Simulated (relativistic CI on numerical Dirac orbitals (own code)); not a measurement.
Method of calculation: Dirac-Coulomb-Breit CI, KLI orbitals optimised for each configuration, a model potential for QED, unscaled Slater integrals (own radial code, finite nucleus).

The strongest absorption lines from the ground level of an ion, among the configurations computed and to levels below about 532 eV (vacuum wavelength in Å, gf): 48.812 (2.1), 48.925 (4.5), 48.975 (3.4), 50.275 (0.18), 62.672 (0.35), 66.103 (1.2), 67.384 (0.29), 68.011 (2.1).

Q: Which ion is it?
A. Ta XXXVIII
B. Au XLVI
C. Os XLIII
D. Ta XL

A: D. Ta XL has 34 electrons and the ground level 4s2.4p4 3P_2; the strongest line goes to 4s2.4p3.4d 3D°_3. The pattern of lines fixes the number of electrons, and along that sequence the line energies rise steadily with the charge (about as its square where n changes within one kind of shell, about linearly where n is kept but much faster in heavy ions where fine structure, which grows about as Z⁴, sets the gap, and irregularly where shells cross), which fixes Z. Configurations outside the model, such as inner-shell arrays, can give stronger lines. At this charge energies of transitions that change n are usually good to better than 1 %, and those within a shell (Δn = 0) to a few per cent.

LS names give the leading component of a level, which can be under half, so a name can repeat, a term be missing and a line seem to break the LS rules.
